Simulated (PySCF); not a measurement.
C3H7Si (SMILES C1C[SiH]C1), doublet, at a GFN2-xTB geometry; PySCF with PBE0/6-31G*.

Input for PySCF:
```python
from pyscf import gto, scf, dft

mol = gto.M(
    atom='''
C     0.071661   -1.073899    0.751073
C     1.216477   -0.219116    0.177526
Si   -0.071602    0.973631   -0.595019
C    -1.142551   -0.503884   -0.004563
H    -0.031712   -0.902883    1.822844
H     0.213093   -2.143378    0.591315
H     1.825836   -0.774784   -0.532423
H     1.886389    0.189321    0.932373
H    -0.279824    2.236539    0.127518
H    -1.996321   -0.279377    0.632673
H    -1.488544   -1.174876   -0.788255
''',
    basis='6-31g*',
    charge=0,
    spin=1,
    verbose=4,
)

mf = dft.UKS(mol)
mf.xc = 'pbe0'
mf.init_guess = 'mod_huckel'
mf.kernel()
```

Task: Write the output that PySCF gives for this input, abridged.

Result: 
```
PySCF version 2.14.0

[INPUT] verbose = 4
[INPUT] num. atoms = 11
[INPUT] num. electrons = 39
[INPUT] charge = 0
[INPUT] spin (= nelec alpha-beta = 2S) = 1
[INPUT] symmetry False subgroup None
[INPUT] Mole.unit = angstrom
[INPUT] Symbol           X                Y                Z      unit          X                Y                Z       unit  Magmom
[INPUT]  1 C      0.071661000000  -1.073899000000   0.751073000000 AA    0.135419663812  -2.029374995444   1.419322269555 Bohr   0.0
[INPUT]  2 C      1.216477000000  -0.219116000000   0.177526000000 AA    2.298808366833  -0.414069229510   0.335475519990 Bohr   0.0
[INPUT]  3 Si    -0.071602000000   0.973631000000  -0.595019000000 AA   -0.135308169971   1.839895936386  -1.124422948913 Bohr   0.0
[INPUT]  4 C     -1.142551000000  -0.503884000000  -0.004563000000 AA   -2.159108473348  -0.952202758550  -0.008622820306 Bohr   0.0
[INPUT]  5 H     -0.031712000000  -0.902883000000   1.822844000000 AA   -0.059926994862  -1.706201592526   3.444675927807 Bohr   0.0
[INPUT]  6 H      0.213093000000  -2.143378000000   0.591315000000 AA    0.402687409062  -4.050397401418   1.117423403347 Bohr   0.0
[INPUT]  7 H      1.825836000000  -0.774784000000  -0.532423000000 AA    3.450329988371  -1.464129565695  -1.006133652419 Bohr   0.0
[INPUT]  8 H      1.886389000000   0.189321000000   0.932373000000 AA    3.564758574392   0.357764839629   1.761929615939 Bohr   0.0
[INPUT]  9 H     -0.279824000000   2.236539000000   0.127518000000 AA   -0.528790723080   4.226446176909   0.240974095952 Bohr   0.0
[INPUT] 10 H     -1.996321000000  -0.279377000000   0.632673000000 AA   -3.772499946718  -0.527946015503   1.195578696407 Bohr   0.0
[INPUT] 11 H     -1.488544000000  -1.174876000000  -0.788255000000 AA   -2.812940484365  -2.220193870325  -1.489586066319 Bohr   0.0

nuclear repulsion = 158.506996052741
number of shells = 40
number of NR pGTOs = 160
number of NR cGTOs = 74
basis = 6-31g*
ecp = {}

******** <class 'pyscf.dft.uks.UKS'> ********
method = UKS
initial guess = mod_huckel
damping factor = 0
level_shift factor = 0
DIIS = <class 'pyscf.scf.diis.CDIIS'>
diis_start_cycle = 1
diis_space = 8
diis_damp = 0
SCF conv_tol = 1e-09
SCF conv_tol_grad = None
SCF max_cycles = 50
direct_scf = True
direct_scf_tol = 1e-13
number electrons alpha = 20  beta = 19
XC library pyscf.dft.libxc version 7.1.2
    S. Lehtola, C. Steigemann, M. J. T. Oliveira, and M. A. L. Marques,  SoftwareX 7, 1–5 (2018)
XC functionals = pbe0
    C. Adamo and V. Barone,  J. Chem. Phys. 110, 6158 (1999)
    M. Ernzerhof and G. E. Scuseria,  J. Chem. Phys. 110, 5029 (1999)
radial grids:
    Treutler-Ahlrichs [JCP 102, 346 (1995); DOI:10.1063/1.469408] (M4) radial grids

becke partition: Becke, JCP 88, 2547 (1988); DOI:10.1063/1.454033
pruning grids: <function nwchem_prune>
grids dens level: 3
symmetrized grids: False
atomic radii adjust function: <function treutler_atomic_radii_adjust>
small_rho_cutoff = 0
Set gradient conv threshold to 3.16228e-05
Initial guess from on-the-fly Huckel, doi:10.1021/acs.jctc.8b01089,
employing the updated GWH rule from doi:10.1021/ja00480a005.
Spherically averaged atomic HF for {'C', 'H', 'Si'}

******** <class 'pyscf.scf.atom_hf.AtomSphAverageRHF'> ********
method = AtomSphAverageRHF
initial guess = minao
damping factor = 0
level_shift factor = 0
DIIS = <class 'pyscf.scf.diis.CDIIS'>
diis_start_cycle = 1
diis_space = 8
diis_damp = 0
SCF conv_tol = 1e-09
SCF conv_tol_grad = None
SCF max_cycles = 50
direct_scf = True
direct_scf_tol = 1e-13
atom = C
Set gradient conv threshold to 3.16228e-05
Initial guess from minao.
init E= -37.2760277011609
cycle= 1 E= -37.3124925813144  delta_E= -0.0365  |g|=    0  |ddm|= 0.352
cycle= 2 E= -37.3151528640331  delta_E= -0.00266  |g|=    0  |ddm|= 0.13
cycle= 3 E= -37.3153722895858  delta_E= -0.000219  |g|=    0  |ddm|= 0.0234
cycle= 4 E= -37.3153754157194  delta_E= -3.13e-06  |g|=    0  |ddm|= 0.00545
cycle= 5 E= -37.3153754158137  delta_E= -9.42e-11  |g|=    0  |ddm|= 1.35e-05
Extra cycle  E= -37.3153754158138  delta_E= -1.35e-13  |g|=    0  |ddm|= 1.01e-06
Atomic HF for atom  C  converged. SCF energy = -37.3153754158138

******** <class 'pyscf.scf.atom_hf.AtomSphAverageRHF'> ********
method = AtomSphAverageRHF
initial guess = minao
damping factor = 0
level_shift factor = 0
DIIS = <class 'pyscf.scf.diis.CDIIS'>
diis_start_cycle = 1
diis_space = 8
diis_damp = 0
SCF conv_tol = 1e-09
SCF conv_tol_grad = None
SCF max_cycles = 50
direct_scf = True
direct_scf_tol = 1e-13
atom = Si
Set gradient conv threshold to 3.16228e-05
Initial guess from minao.
init E= -288.57530654396
cycle= 1 E= -288.605198930311  delta_E= -0.0299  |g|=    0  |ddm|= 0.447
cycle= 2 E= -288.606010821996  delta_E= -0.000812  |g|=    0  |ddm|= 0.109
cycle= 3 E= -288.606043248808  delta_E= -3.24e-05  |g|=    0  |ddm|= 0.0135
cycle= 4 E= -288.606044263014  delta_E= -1.01e-06  |g|=    0  |ddm|= 0.0057
cycle= 5 E= -288.606044263913  delta_E= -8.99e-10  |g|=    0  |ddm|= 0.000111
Extra cycle  E= -288.606044263913  delta_E= -1.71e-13  |g|=    0  |ddm|= 1.78e-06
Atomic HF for atom  Si  converged. SCF energy = -288.606044263913

******** 1 electron system ********
Atomic HF for atom  H  converged. SCF energy = -0.49823291072907

tot grids = 130192
init E= -406.131026119095
cycle= 1 E= -406.231186459716  delta_E= -0.1  |g|= 1.62  |ddm|= 2.64
cycle= 2 E= -402.204310001052  delta_E= 4.03  |g|= 2.47  |ddm|= 7.56
cycle= 3 E= -407.514898606572  delta_E= -5.31  |g|= 0.429  |ddm|= 7.31
cycle= 4 E= -407.64862912046  delta_E= -0.134  |g|= 0.16  |ddm|= 0.92
cycle= 5 E= -407.663432347625  delta_E= -0.0148  |g|= 0.0469  |ddm|= 0.244
cycle= 6 E= -407.664563203609  delta_E= -0.00113  |g|= 0.0132  |ddm|= 0.0515
cycle= 7 E= -407.664686636719  delta_E= -0.000123  |g|= 0.00353  |ddm|= 0.0224
cycle= 8 E= -407.664702479311  delta_E= -1.58e-05  |g|= 0.000987  |ddm|= 0.0098
cycle= 9 E= -407.664704342447  delta_E= -1.86e-06  |g|= 0.000208  |ddm|= 0.00363
cycle= 10 E= -407.66470443168  delta_E= -8.92e-08  |g|= 8.12e-05  |ddm|= 0.000677
cycle= 11 E= -407.664704444613  delta_E= -1.29e-08  |g|= 3.72e-05  |ddm|= 0.00028
cycle= 12 E= -407.664704446544  delta_E= -1.93e-09  |g|= 1.13e-05  |ddm|= 0.00011
cycle= 13 E= -407.66470444669  delta_E= -1.46e-10  |g|= 6.27e-06  |ddm|= 3.47e-05
Extra cycle  E= -407.664704446686  delta_E= 3.98e-12  |g|= 7.8e-06  |ddm|= 1.48e-05
converged SCF energy = -407.664704446686  <S^2> = 0.7517557  2S+1 = 2.0017549
```
